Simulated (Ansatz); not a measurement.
A geometry relaxed with PBE0-D3(BJ)/def2-TZVP (Ansatz, a quantum-chemistry and plane-wave program), charge 0, multiplicity 1:

```xyz
10

C      1.8362     0.5947    -0.2571
H      2.7972     0.9832     0.0596
H     -1.6127    -0.9234     1.2718
H      0.8952     0.2903     2.3321
H      1.7043     0.4952    -1.3282
C     -1.5847    -0.4012    -0.7435
H     -1.0679     0.0549    -1.5824
H     -2.5740    -0.7995    -0.9478
C     -1.0362    -0.4670     0.4691
Si     0.6427     0.1728     0.8788
```

Write the SMILES of this molecule.

`C=C[SiH]=C`
